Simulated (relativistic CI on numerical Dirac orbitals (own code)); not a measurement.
One change at a time: Re2+

Base calculation: Dirac-Coulomb-Breit CI, orbitals from a KLI potential per configuration, model QED, valence Slater integrals scaled by 0.85, P86 correlation energy added to each configuration.

Configuration list (outside the closed core [Xe] 4f14): 5d⁵, 5d⁴6s, 5d³6s², 5d⁴6p, 5d⁴5f, 5d³6s6p, 5d⁴6d, 5d⁴7s, 5d⁴7p, 5d³5f², 5d⁴8s, 5d⁴7d, 5d³6s7s, 5d³6p², 5d⁴8p, 5d⁴6f, 5d⁴5g, 5d⁴8d, 5d⁴7f, 5d³5f6s, 5d³6p7s. Levels of other configurations are missing.

Variants: (1) self-excluded LDA correlation estimate; (2) no correlation estimate; (3) QED terms removed; (4) one mean potential for all configurations. Shifts of the energy above 5d⁵ ⁶S5/2, in cm⁻¹, for the lowest level and the first level of each name with at least 55 % of one term (blank where a level changes its place among those of its configuration and J or its character, or is not in the variant):

```tsv
Level	Base	Δ(1)	Δ(2)	Δ(3)	Δ(4)	Measured
5d⁵ ⁶S5/2	0.0	0.0	0.0	0.0	0.0	0.0
5d⁵ ⁴G7/2	18025.3	+3.7	-90.3	-5.4	-98.8	16890.5
5d⁵ ⁴G11/2	18929.1	+0.6	-51.9	-6.4	-140.9	18020.0
5d⁵ ⁴G9/2	19164.5	+2.2	-70.9	-10.1	-157.5	18345.6
5d⁴6s ⁶D1/2	20854.8	+132.4	-4819.5	-149.7	-270.4	14396.4
5d⁵ ⁴D7/2	21655.9	+17.5	-339.3	-29.5	-142.8	20453.3
5d⁴6s ⁶D3/2	21691.7	+180.9	-2446.6	-211.7	-349.3	17908.9
5d⁴6s ⁶D5/2	23827.7	+192.6	-2954.8	-223.3	-352.6	19718.8
5d⁴6s ⁶D7/2	25715.6	+203.1	-2649.5	-246.4	-382.5	22106.2
5d⁴6s ⁶D9/2	27029.2	+165.4	-2488.4	-206.8	-315.4	23471.3
5d⁵ ²I11/2	27265.3	-4.3	-10.9	-3.5	-219.7	26170.1
5d⁵ ²I13/2	29402.2	-6.4	+10.4	-9.3	-295.2	28587.9
5d⁵ ⁴F5/2	31345.0	+29.1	-406.3	-43.9	-142.9	30302.3
5d⁵ ²H11/2	37723.6	+13.9	-311.6	-43.4	-337.5	
5d⁴6s ⁴H7/2	38660.4	+197.5	-2507.4	-217.1	-291.9	
5d⁴6s ⁴H9/2	39613.6	+192.8	-2841.2	-214.4	-300.2	35140.0
5d⁴6s ⁴H11/2	41818.2	+206.8	-2636.6	-241.6	-309.7	38167.8
5d⁴6s ⁴H13/2	43268.6	+211.5	-2773.3	-250.6	-303.3	39300.2
5d⁴6s ⁴P5/2	46938.1	+205.8		-237.7	-213.0	
5d⁴6s ⁴G11/2	49209.0	+207.0	-2642.8	-242.6	-282.7	
5d⁴6s ²H9/2	50896.5	+221.2	-2931.2		-135.9	46314.8
```

Correlation outside the listed configurations is missing or only estimated: errors of thousands of cm⁻¹ between configurations and terms are usual at this charge. Rates and lifetimes follow the computed energies and can be off by large factors. The fine structure of a lone outer electron comes out too small, for d and f at times inverted, and misplaced configurations move strength between like terms. 20 of the 69 excited levels that our extract of the measured tables holds in this range could be paired (the sources list more); they are missed by 3095 cm⁻¹ on average and 6458 at most, and levels without a partner can miss by more. Some levels of the ground configuration have no partner and can miss by 10 % or more.

Measured levels: measured levels as listed in Brasseur, Gamrath and Quinet, At. Data Nucl. Data Tables 157, 101636 (2024).

Ionisation energy from the two ground configurations alone: base 27.35 eV; self-excluded LDA correlation estimate 27.59 eV; no correlation estimate 26.15 eV. The NIST ASD value (theoretical) is 27 eV.

LS names give the leading component of a level, which can be under half, so a name can repeat, a term be missing and a line seem to break the LS rules.
